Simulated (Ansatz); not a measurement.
Reaction (formal exchange of groups at the Sn–C bond): `O[CH2][SnH2][Cl]` + `CC(O)Cl` → `[Cl][SnH2][Cl]` + `CC(O)CO`

Calculated with Ansatz (gas phase, PBE0-D4/def2-TZVP geometries, no zero-point term in ΔE). CCSD(T)/CBS is the MP2 limit (def2-TZVPP, def2-QZVPP) plus CCSD(T) − MP2 in def2-TZVPP, frozen cores. Functionals use def2-TZVPP. B3LYP here is the variant with VWN-RPA as its local correlation; programs differ in this. Elements past krypton have def2 core potentials. For Sn outer-core shells are correlated without core-valence functions, which leaves a few kJ/mol of doubt a bond. One conformer a species, not always the lowest.

`O[CH2][SnH2][Cl]`:

Z-matrix (Å, degrees):
```
C
Sn 1 2.153
O 1 1.412 2 107.3
H 1 1.096 2 106.9 3 121.1
H 1 1.097 2 109.0 3 -121.9
Cl 2 2.342 1 105.8 3 -95.9
H 2 1.700 1 113.0 3 19.9
H 2 1.707 1 113.0 3 149.7
H 3 0.961 1 108.9 2 172.5
```

`CC(O)Cl`:

Z-matrix (Å, degrees):
```
C
C 1 1.507
H 1 1.090 2 111.0
H 1 1.093 2 110.4 3 120.0
H 1 1.093 2 109.0 3 -120.3
O 2 1.375 1 114.0 3 177.9
Cl 2 1.825 1 108.5 3 -58.1
H 2 1.089 1 112.3 3 56.5
H 6 0.963 2 108.9 1 51.9
```

`[Cl][SnH2][Cl]`:

```xyz
5

Cl   -1.020   -1.572    1.150
Sn    0.128    0.138    0.089
Cl   -0.428    0.010   -2.156
H     1.786   -0.185    0.231
H    -0.466    1.609    0.686
```

`CC(O)CO`:

Cartesian coordinates in Å:
```
C 1.366 -0.816 0.365
C 0.052 -0.095 0.541
O 0.315 1.169 1.112
C -0.680 0.077 -0.772
O -1.864 0.805 -0.493
H 1.872 -0.910 1.326
H 2.020 -0.257 -0.310
H 1.211 -1.817 -0.043
H -0.600 -0.677 1.211
H -0.507 1.668 1.052
H -0.036 0.628 -1.470
H -0.912 -0.905 -1.205
H -2.236 1.130 -1.315
```

CCSD(T)/CBS gives -147.0 kJ/mol.

Question: Another level gave -132.6 kJ/mol. Which?
A. CCSD/def2-TZVPP
B. HF/def2-TZVPP
C. B3LYP/def2-TZVPP
D. PBE-D4/def2-TZVPP

Answer: D. PBE-D4 -132.6, CCSD/def2-TZVPP -147.8, B3LYP -141.7, HF/def2-TZVPP -165.0 kJ/mol.

Largest T1 diagnostic among the species: 0.011.

From PBE to PBE0 (25 % exact exchange), in def2-TZVPP and without D4, ΔE moves by −10.1 kJ/mol. In def2-TZVPP, CCSD(T) changes the Hartree–Fock value by +20.8 kJ/mol (the triples alone add +3.7 kJ/mol) and MP2 by +19.8 kJ/mol.
